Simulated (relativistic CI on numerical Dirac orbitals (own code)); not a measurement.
# Slater and spin-orbit integrals, Yb³³⁺

Method of calculation: Dirac-Coulomb-Breit CI, KLI orbitals optimised for each configuration, QED by a radiative potential, unscaled Slater integrals (own radial code, finite nucleus).

Slater integrals F^k, G^k are unscaled and averaged over j, outside the closed core [Ar] 3d10; ζ comes from projecting the Hamiltonian with its Breit term on Σ l·s of the shell.

- 4s2 4p6 4d: ζ(4d) = 45037 cm⁻¹; <r>(4d) = 0.4564, <r^2>(4d) = 0.238 (bohr units).
- 4s2 4p6 4f: ζ(4f) = 7239 cm⁻¹; <r>(4f) = 0.4304, <r^2>(4f) = 0.2097 (bohr units).
- 4s2 4p5 4d2: ζ(4p) = 359590, F^2(4d,4d) = 220090, F^4(4d,4d) = 149980, F^2(4p,4d) = 221300, G^1(4p,4d) = 274880, G^3(4p,4d) = 176160, ζ(4d) = 44846 cm⁻¹; <r>(4p) = 0.4544, <r^2>(4p) = 0.2335, <r>(4d) = 0.4565, <r^2>(4d) = 0.2381 (bohr units).

Give the Racah parameters of the d shell in 4s2 4p5 4d2.

B = F²/49 − 5F⁴/441 = 2791 cm⁻¹ and C = 35F⁴/441 = 11903 cm⁻¹.

Averages of the first 10 configurations, taken without configuration mixing, which lowers the lowest level and can move excited configurations by several eV; other configurations of the list can lie among them:

| Configuration | Parity | States | Average energy above the lowest level (eV) |
| --- | --- | --- | --- |
| 4s2 4p6 4d | even | 10 | 10.5 |
| 4s2 4p6 4f | odd | 14 | 192.8 |
| 4s2 4p5 4d2 | odd | 270 | 186.5 |
| 4s 4p6 4d2 | even | 90 | 332.1 |
| 4s2 4p5 4d 4f | even | 840 | 366.6 |
| 4s 4p6 4d 4f | odd | 280 | 512.5 |
| 4s2 4p6 5s | even | 2 | 413.6 |
| 4s2 4p6 5p | odd | 6 | 474.3 |
| 4s2 4p6 5d | even | 10 | 555.1 |
| 4p6 4d3 | even | 120 | 657.9 |
